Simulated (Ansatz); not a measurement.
Zr2Cl8⁺, that is Zr2(Cl)8 with one electron fewer. The state is a doublet with charge 1. Geometry r2SCAN-D4/def2-SVP, that of the neutral singlet; atoms count from 1.

```xyz
10

Zr   -0.4802   -1.6443    0.2206
Cl   -1.9471   -2.5228    1.7848
Cl   -1.5318   -2.0276   -1.8333
Cl    1.2449   -3.2052    0.1483
Cl    0.8742   -0.0460    1.7136
Zr    0.5109    1.8304   -0.1245
Cl    1.3626    0.1714   -1.5932
Cl    1.9624    3.1398    1.1599
Cl   -0.2539    3.4720   -1.5931
Cl   -1.7419    0.8323    0.1170
```

In the def2 sets Zr takes a core potential; there is no spin–orbit coupling.

(1) Estimate the Mulliken populations from the PBE0/def2-TZVP orbitals of Ansatz.

(2) Where does the spin sit?

(3) And the Mayer bond orders between heavy atoms (over 0.3)?

## Answers

(1) 
```json
{"atom": "Zr1", "charge (e)": "1.14", "spin (α − β)": "-0.10", "d electrons": "1.97"}
{"atom": "Cl2", "charge (e)": "-0.16", "spin (α − β)": "0.11", "d electrons": "–"}
{"atom": "Cl3", "charge (e)": "-0.10", "spin (α − β)": "0.27", "d electrons": "–"}
{"atom": "Cl4", "charge (e)": "-0.11", "spin (α − β)": "0.23", "d electrons": "–"}
{"atom": "Cl5", "charge (e)": "-0.22", "spin (α − β)": "0.12", "d electrons": "–"}
{"atom": "Zr6", "charge (e)": "1.24", "spin (α − β)": "-0.06", "d electrons": "1.95"}
{"atom": "Cl7", "charge (e)": "-0.22", "spin (α − β)": "0.01", "d electrons": "–"}
{"atom": "Cl8", "charge (e)": "-0.19", "spin (α − β)": "0.13", "d electrons": "–"}
{"atom": "Cl9", "charge (e)": "-0.16", "spin (α − β)": "0.16", "d electrons": "–"}
{"atom": "Cl10", "charge (e)": "-0.21", "spin (α − β)": "0.12", "d electrons": "–"}
```
Mulliken values depend strongly on the basis.

(2) Summed by element: Zr -0.16, Cl 1.16, of 1 unpaired in all. Largest on single atoms: Cl3 0.27, Cl4 0.23, Cl9 0.16.

(3) Zr1–Cl2 1.25 (2.32 Å); Zr1–Cl3 1.10 (2.34 Å); Zr1–Cl4 1.15 (2.33 Å); Zr1–Cl5 0.59 (2.57 Å); Zr1–Cl10 0.39 (2.78 Å); Cl5–Zr6 0.48 (2.65 Å); Zr6–Cl7 1.02 (2.37 Å); Zr6–Cl8 1.14 (2.34 Å); Zr6–Cl9 1.16 (2.33 Å); Zr6–Cl10 0.72 (2.48 Å).
